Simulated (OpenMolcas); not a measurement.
## O3+: the spin-orbit constant, worked from levels

```json
{
  "Program": "OpenMolcas",
  "Basis": "ANO-RCC-VDZP [3s2p1d]",
  "Scalar Hamiltonian": "DKH2, point nucleus",
  "Active space": "3 electrons in 4 orbitals (2s 2p)",
  "State averaging": "2S+1 = 4 odd, 1 root; 2S+1 = 2 odd, 11 roots; 2S+1 = 4 even, 3 roots; 2S+1 = 2 even, 9 roots",
  "Spin-orbit coupling": "state interaction with AMFI integrals over the reference wave functions, term energies averaged over their components"
}
```

Methods: CASSCF; MS-CASPT2, IPEA 0.25 Eh, imaginary shift 0.1 Eh (closed shells correlated: 1s). Measured levels: Moore, Selected Tables of Atomic Spectra, NSRDS-NBS 3, section 10.

**The spin-orbit constant.** For the Hund term 2P* of p1, E(J) = (A/2) J(J+1) + constant and ζ = 2S·A = A. From J = 1/2 to J = 3/2 the energy changes by 1.5 A.

```
   Source  E(3/2) - E(1/2)      A    ζ
   CASSCF            312.4  208.3  208
MS-CASPT2            313.0  208.7  209
 measured            385.9  257.3  257
```

All in cm-1. MS-CASPT2 is off by -18.9 % and CASSCF by -19.0 %. Both methods take the spin-orbit matrix elements from the reference wave functions, so the second can move ζ only through the term energies and any multistate remixing.

The basis is small and was not contracted for so high a charge. Measured partners are found by configuration, term and J. A level has none where our copy of the source lacks it or the pairing is in doubt (some pairs that miss far off the trend of their configuration count as doubtful), and it then counts in no deviation. Only configurations of the active space appear.

* marks odd parity.
